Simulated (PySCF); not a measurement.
F3Ge, SMILES [Ge]([F])([F])[F] (connectivity only; charge and spin as stated), charge +1, multiplicity 1.

The structure is a stationary point at PBE0-D3(BJ)/def2-SVP. The spin state was assumed, not searched. The isomer is the one that the SMILES or the coordinates give; other isomers of the formula were not compared.

These are TDDFT-M06-2X/def2-SVPD (PySCF) values and carry that method's errors.

Vertical excitations; the highest root listed may be one member of a degenerate set. Gas-phase values at a fixed geometry. State labels are in the subgroup C2v.

Computed excitation energies, oscillator strengths and character:
```tsv
state	symmetry	energy (eV)	λ (nm)	f	main pairs
S1	B1	7.57	164	0.000	HOMO→LUMO 96 %
S2	A2	7.79	159	0.000	HOMO−1→LUMO (degenerate set)
S3	B2	7.79	159	0.000	HOMO−2→LUMO (degenerate set)
S4	A1	8.14	152	0.044	HOMO−3→LUMO (degenerate set)
S5	B1	8.14	152	0.044	HOMO−4→LUMO (degenerate set)
S6	B2	9.06	137	0.059	HOMO−5→LUMO 94 %
S7	A2	9.10	136	0.000	HOMO→LUMO+1 99 %
S8	B2	9.39	132	0.000	HOMO−3→LUMO+1 (degenerate set)
S9	A2	9.39	132	0.000	HOMO−4→LUMO+1 (degenerate set)
S10	B1	9.52	130	0.000	HOMO−1→LUMO+1 60 %, HOMO−6→LUMO 37 %
T1	B1	7.14	174	0	HOMO→LUMO 94 %
T2	A2	7.35	169	0	HOMO−1→LUMO (degenerate set)
T3	B2	7.35	169	0	HOMO−2→LUMO (degenerate set)
T4	A1	7.41	167	0	HOMO−3→LUMO 94 %
```
Triplets are in the Tamm–Dancoff approximation, which puts them higher than full response would, so one can lie above its singlet here.
